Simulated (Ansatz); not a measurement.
Basis-set extrapolation for FH7OSi3 (`O[Si](F)([SiH3])[SiH3]`) (PBE0-D4/def2-TZVP geometry, frozen core, Ansatz). Multiplicity 1, RHF reference.

|  | def2-TZVPP | def2-QZVPP |
| --- | --- | --- |
| HF | -1045.398332 | -1045.434127 |
| MP2 correlation | -0.860790 | -0.933693 |
| CCSD(T) correlation | -0.949162 | not run |

Energies in hartree. Use E(X) = E(∞) + A·exp(−7.88·√X) for Hartree–Fock and E(X) = E(∞) + B·X^(−2.97) for correlation, with X = 3 and 4, and add CCSD(T) minus MP2 of the smaller set to the MP2 limit.

Q: What is the CCSD(T) energy at the basis-set limit?

A: HF limit: -1045.434127 + (-0.035795) × 0.13774 = -1045.43906. MP2 limit: -0.933693 + (-0.072903) × 0.74074 = -0.98770. Higher-order term: -0.949162 − (-0.860790) = -0.08837. Total: -1046.51513 hartree, 4.56 eV below CCSD(T)/def2-TZVPP.
